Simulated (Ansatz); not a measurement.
Cost and result for the atomization energy of C3H10Ge, SMILES `C[CH2][GeH2][CH3]` (14 atoms, 13 bonds).

Z-matrix (Å, degrees):
```
C
C 1 1.523
H 1 1.093 2 111.7
H 1 1.094 2 111.6 3 120.0
H 1 1.093 2 111.4 3 -120.0
Ge 2 1.963 1 113.2 3 60.4
H 2 1.094 1 110.7 3 -60.7
H 2 1.094 1 110.6 3 -178.4
C 6 1.956 2 110.8 1 -60.3
H 6 1.545 2 109.1 1 60.1
H 6 1.544 2 109.9 1 178.4
H 9 1.091 6 110.6 2 60.7
H 9 1.091 6 110.3 2 -59.4
H 9 1.091 6 110.5 2 -179.4
```

Total charge 0; spin multiplicity 1. Correlated methods include outer-core shells of Ge, which these sets cover unevenly. Scalar relativity is left out up to krypton. All single points use the PBE0-D4/def2-TZVP geometry. It is one conformer, not always the lowest. Program: Ansatz. All runs use 4 threads of a server CPU on a shared host. Times are those of one run each, without the atoms' runs, and a repeat can differ threefold. Electronic energies, without spin–orbit coupling; frozen cores. CCSD(T)/CBS adds CCSD(T) − MP2 in def2-TZVPP to the MP2 limit, and its time is that of the two runs behind it. T1 = 0.010. With those shells the extrapolation isn't a true limit. B3LYP takes the VWN-RPA correlation (the form of Gaussian; ORCA's B3LYP/G).

CCSD(T)/CBS is a level of theory with its own doubt, some kJ/mol a heavy atom from the limit and from the frozen cores, so smaller differences don't rank the functionals.

| level | functions | wall time |
| --- | --- | --- |
| LDA (SPW92)/def2-TZVPP | 281 | 1 s |
| BLYP-D4/def2-TZVPP | 281 | 1.5 s |
| BHLYP-D4/def2-TZVPP | 281 | 2.7 s |
| CAM-B3LYP-D4/def2-TZVPP | 281 | 2.9 s |
| r2SCANh-D4/def2-TZVPP | 281 | 3.4 s |
| B3LYP-D4/def2-TZVPP (with forces) | 281 | 3.5 s |
| B2PLYP/def2-TZVPP | 281 | 4.2 s |
| CCSD(T)/def2-SVP | 124 | 4.6 s |
| PBE-QIDH/def2-TZVPP | 281 | 6 s |
| ωB97M-V/def2-TZVPP (with forces) | 281 | 9 s |
| MP2/def2-QZVPP | 560 | 24 s |
| CCSD(T)/def2-TZVPP | 281 | 72 s |
| CCSD(T)/CBS(def2) | – | 96 s |

(1) What atomization energy does each give, and how far from CCSD(T)/CBS? (Estimate.)

Answers

(1) The calculation gave: 
```
                            level  atomization (kcal/mol)  difference from CCSD(T)/CBS  per bond
           LDA (SPW92)/def2-TZVPP                  1336.1                        141.6      10.9
               BLYP-D4/def2-TZVPP                  1180.1                        -14.4      -1.1
              BHLYP-D4/def2-TZVPP                  1171.4                        -23.1      -1.8
          CAM-B3LYP-D4/def2-TZVPP                  1196.0                          1.5       0.1
            r2SCANh-D4/def2-TZVPP                  1190.2                         -4.3      -0.3
B3LYP-D4/def2-TZVPP (with forces)                  1190.9                         -3.6      -0.3
                B2PLYP/def2-TZVPP                  1179.9                        -14.6      -1.1
                 CCSD(T)/def2-SVP                  1141.8                        -52.7      -4.1
              PBE-QIDH/def2-TZVPP                  1188.6                         -5.9      -0.4
 ωB97M-V/def2-TZVPP (with forces)                  1191.4                         -3.1      -0.2
                   MP2/def2-QZVPP                  1186.0                         -8.5      -0.6
               CCSD(T)/def2-TZVPP                  1173.0                        -21.5      -1.6
                CCSD(T)/CBS(def2)                  1194.5                          0.0       0.0
```

From BLYP to BHLYP (50 % exact exchange), in def2-TZVPP and without D4, the atomization energy moves by −2.9 kcal/mol: exact exchange takes away binding that semilocal exchange gives to molecules. The D4 term adds +9.4 kcal/mol with B3LYP and +5.0 kcal/mol with PBE0; it sums over pairs of atoms, weighted by their polarisabilities, and B3LYP, whose exchange is more repulsive, gets the larger term. Leaving LDA and LC-ωPBE aside and taking each functional with its dispersion term where it has one, the values, not all of them listed here, spread over 28.8 kcal/mol, from BHLYP-D4 to PBE-D4. LDA lies +141.9 kcal/mol from PBE without D4, its usual overbinding.
